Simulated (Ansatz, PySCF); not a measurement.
This PySCF input computes a B3LYP/def2-TZVPD energy:

```python
from pyscf import gto, scf, dft

mol = gto.M(
    atom='''
    Si   -0.04756189   -0.95901857    0.27984017
    Cl    1.73900744    0.36591280   -0.03557094
    Cl   -1.69804253    0.50996005   -0.12608197
    H    -0.03053696   -1.46357839   -1.16966282
    ''',
    basis='def2-tzvpd',
    charge=-1,
    spin=0,
    verbose=4,
)

mf = dft.RKS(mol, xc='b3lyp').density_fit(auxbasis='def2-universal-jkfit')
mf.grids.level = 3
mf.conv_tol = 1e-9
mf.max_cycle = 100
mf.max_memory = 1500
mf.kernel()
if not mf.converged:
    mf = mf.newton()
    mf.kernel(mf.make_rdm1())
mf.analyze()
```

Q: Write an input for the same energy in Ansatz (a program for electronic structure) and say what it gives.

A: 
Ansatz 0.2 input:
```yaml
crystal:
  periodic: [false, false, false]
  atoms:
    - {symbol: Si, position_ang: [-0.04756189, -0.95901857, 0.27984017]}
    - {symbol: Cl, position_ang: [1.73900744, 0.36591280, -0.03557094]}
    - {symbol: Cl, position_ang: [-1.69804253, 0.50996005, -0.12608197]}
    - {symbol: H, position_ang: [-0.03053696, -1.46357839, -1.16966282]}
basis:
  gaussian:
    orbitals: def2-TZVPD
hamiltonian:
  xc: {name: B3LYP}
total_charge: -1
output: {forces: true}
```
It gives -1210.71802 Eh, and PySCF -1210.71806 Eh, a difference of 0.04 mEh, from the treatment of integrals and grids.

It need not be the lowest isomer of its formula. Whether it binds its extra electron was not tested at this geometry.
